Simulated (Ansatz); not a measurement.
SnMeF3 (CH3F3Sn). Total charge 0; singlet. Geometry relaxed at PBE0-D4/def2-SVP.

```xyz
8

Sn    0.090   -0.736   -0.494
C    -0.123    1.009    0.678
H    -1.023    0.905    1.296
H    -0.218    1.871    0.005
H     0.767    1.112    1.311
F     1.578   -0.694   -1.708
F    -1.423   -1.124   -1.612
F     0.353   -2.343    0.524
```

In the def2 sets Sn takes a core potential; there is no spin–orbit coupling.

Q: Estimate the harmonic wavenumbers at RKS PBE0-D4/def2-SVP (Ansatz, unscaled). Is this a minimum?

A: 74i, 126, 126, 173, 174, 200, 546, 653, 664, 664, 789, 789, 1218, 1421, 1422, 3092, 3226, 3226 cm⁻¹. No: 1 imaginary mode, a saddle point. Zero-point energy 110.7 kJ/mol. Hardware: 4 threads of Arm Neoverse V2 on a shared host. Wall time 41 s.
